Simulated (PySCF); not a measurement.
CH5BFNO, SMILES NB(O)CF.

Geometry: PBE0-D3(BJ)/def2-SVP. This is a generated structure with no PubChem entry under its InChIKey; it may be hypothetical. One conformer was computed; it need not be the lowest.

Level of theory: r2SCAN/def2-TZVP (PySCF).

Symmetry labels are those of the subgroup Cs that the program uses (full group Cs).

Computed valence orbital energies around the gap with their symmetry:
```csv
orbital,symmetry,energy (eV)
HOMO−7,A',-11.85
HOMO−6,A",-11.79
HOMO−5,A',-10.65
HOMO−4,A',-9.13
HOMO−3,A",-9.13
HOMO−2,A",-7.96
HOMO−1,A',-7.34
HOMO,A",-6.83
LUMO,A',0.59
LUMO+1,A",1.13
LUMO+2,A',1.26
LUMO+3,A',2.03
```
